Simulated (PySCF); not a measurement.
C6H13NSi2.
SMILES with atom numbers: `[CH2:1]=[CH:2][CH2:3][NH:4][Si@@H:5]1[CH:6]=[CH:7][CH2:8][SiH2:9]1`

Definitions: NICS(0) = −σiso at the ring centroid; NICS(1) = −σiso and NICS(1)zz = −σzz at ±1 Å along the ring normal z. Level: GIAO PBE0/pcSseg-1 (PySCF, non-relativistic, gas phase) on the GFN2-xTB geometry, one conformer.

Ring bond lengths (Å), with Mayer bond orders in brackets: Si5–C6 1.882 (0.88), C6–C7 1.327 (1.94), C7–C8 1.498 (1.05), C8–Si9 1.919 (0.88), Si9–Si5 2.299 (0.92).

**Question.** Give the NICS values of each ring in ppm.

**Answer.** 
```tsv
ring	type	NICS(0)	NICS(1), two faces	NICS(1)zz, two faces	rms pucker (Å)	centre to ring atoms, mean (Å)
Si5–C6–C7–C8–Si9	5-membered ring with 2 Si; formal bonds 1 double, 4 single	-1.4	-2.4 / -3.2	0.0 / -1.9	0.04	1.50
```

**Question.** What do they say, and how far can they be read as aromaticity?

**Answer.** 
- Si5–C6–C7–C8–Si9: mean NICS(1)zz -0.9 ppm, near zero. Si5, C8, Si9 have four or more neighbours, so the value isn't read as a sign of a π ring current.

**Question.** Give the inner angles of the rings and the Hirshfeld charges of the ring atoms.

**Answer.** 
- Si5–C6–C7–C8–Si9: Si5 92.5° (+0.290 e), C6 117.8° (-0.159 e), C7 124.4° (-0.028 e), C8 111.6° (-0.158 e), Si9 93.4° (+0.235 e); sum 539.6° against 540° for a flat convex ring.

**Question.** How shielded are the nuclei of the rings and their hydrogens (means over atoms taken as equivalent)?

**Answer.** 
```csv
atoms,environment,σ isotropic (ppm)
Si5,SiH silicon,367.6
C6,alkene CH carbon,50.0
C7,alkene CH carbon,26.9
C8,sp3 carbon bound to silicon,165.9
Si9,SiH2 silicon,431.4
H on Si5,Si–H hydrogen,25.88
H on C6,vinylic hydrogen,25.17
H on C7,vinylic hydrogen,24.53
H on C8,methylene hydrogen,29.48
H on C8,methylene hydrogen,29.66
H on Si9,Si–H hydrogen,28.09
H on Si9,Si–H hydrogen,27.95
```
